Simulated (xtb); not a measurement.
Job for xtb: GFN2-xTB on CH6OSi (SMILES CO[SiH3]).

```
$ xtb mol.xyz --gfn 2 --sp --chrg 0 --uhf 0
9

C     -1.60499921    -0.46731866     0.32158920
O     -0.54918887     0.46505002     0.15077355
Si     0.94893255     0.03995944    -0.38285255
H     -2.47913620     0.07432788     0.68159089
H     -1.85976373    -0.95630010    -0.62414064
H     -1.34128781    -1.23402990     1.05663676
H      1.55544454    -0.98859677     0.50002711
H      1.76148469     1.27186550    -0.37186646
H      0.88091752    -0.52096294    -1.75675984
```

What total energy does the run end on?

-11.0372 hartree.
